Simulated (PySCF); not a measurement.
## Simulated characterisation data

All values are calculated (PySCF): geometry: GFN2-xTB, NMR shieldings at PBE0/pcSseg-1/GIAO. One conformer, non-relativistic, gas phase, one averaged value for each set of equivalent atoms.

References, each an isolated molecule treated in the same way: ¹H (31.72 ppm), ¹³C (186.93 ppm) vs TMS. Where no couplings were computed, multiplicities follow the n + 1 count of equivalent neighbours, and m marks all less simple cases (inequivalent or close neighbours, rings, F or P nearby). Acid and N–H amide carbonyl carbons lie up to 10 ppm further downfield in solution (hydrogen bonding). Shifts are as computed. Against solution values, carbons near 30 ppm lie about +3 ppm off and those near 130 ppm about +5 ppm (rms about the fit 2.1 ppm; single classes can miss by 10 ppm). Of 1328 compounds with measured shifts, 309 miss one by over three times the rms of a fit or turn the order of signals round; such compounds aren't used in these exercises. Signals without a measured value on file couldn't be tested in this way; 1H shifts scatter by 0.2 ppm about their fit, and single ones miss by 0.5 ppm. OH and NH positions are gas-phase values without hydrogen bonding to other molecules.

Compound 1 (C5H5NO2). ¹H NMR (500 MHz, computed): δ 7.26 (br s, 1H), 6.94 (br s, 1H), 6.29 (br s, 1H), 3.47 (s, 2H). ¹³C{¹H} NMR (computed): δ 170.4 (C), 141.3 (CH2), 138.8 (C), 122.9 (C), 19.1 (CH2). Structure: SMILES C=C(CC#N)C(=O)O.

Compound 2 (C4H7NO). ¹H NMR (500 MHz, computed): δ 8.22 (d, 1H), 3.94 (m, 1H), 3.65 (br, 1H), 0.79 (m, 2H), 0.24 (m, 2H). ¹³C{¹H} NMR (computed): δ 160.1, 23.4, 7.5. Structure: `InChI=1S/C4H7NO/c6-3-5-4-1-2-4/h3-4H,1-2H2,(H,5,6)`.
